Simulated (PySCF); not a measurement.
## Adding and removing an electron: CaZn

PBE; basis Ca pcseg-1, Zn pcseg-1; no relativity; PySCF 2.14. Neutral (UKS): singlet (closed shell), Re = 3.595 Å, ωe = 70.0 cm⁻¹, De = 0.13 eV, HOMO -3.56 eV, LUMO -1.93 eV.

CaZn⁺ (UKS): doublet (σ ↑), Re = 3.205 Å, ωe = 125 cm⁻¹, De = 0.62 eV to Ca⁺ + Zn. The energies at the minima are -2456.19454 hartree for CaZn and -2455.98932 for CaZn⁺.

Work out the adiabatic ionisation energy, without and with harmonic zero-point energies (1 hartree = 27.2114 eV, 1 eV = 8065.5 cm⁻¹), and the change of the bond length.

At PBE: 0.20522 hartree = 5.584 eV between the minima; the zero-point term (125.0 − 70.0)/2 cm⁻¹ = +0.003 eV makes it 5.588 eV. Re changes by -39.0 pm against the neutral. Minus the HOMO energy is 3.56 eV, -2.02 eV from the value between the minima; self-interaction puts the Kohn–Sham level too high, less so with exact exchange. The electron leaves a σ orbital, and the shorter bond of the ion fits an antibonding orbital, or a change in how ionic the bond is.

Closed-shell solutions of metal pairs were not tested for spin polarisation, which can lower them a little. Weak bonds: CaZn. Basis-set superposition, not corrected here, can be much of De in a small basis, most of all at correlated wavefunction levels. For an ion De counts to the pair picked by the measured ionisation energies or electron affinities, which need not be the lowest pair at this level. States were picked by a PBE0 search and need not be the measured ground states.
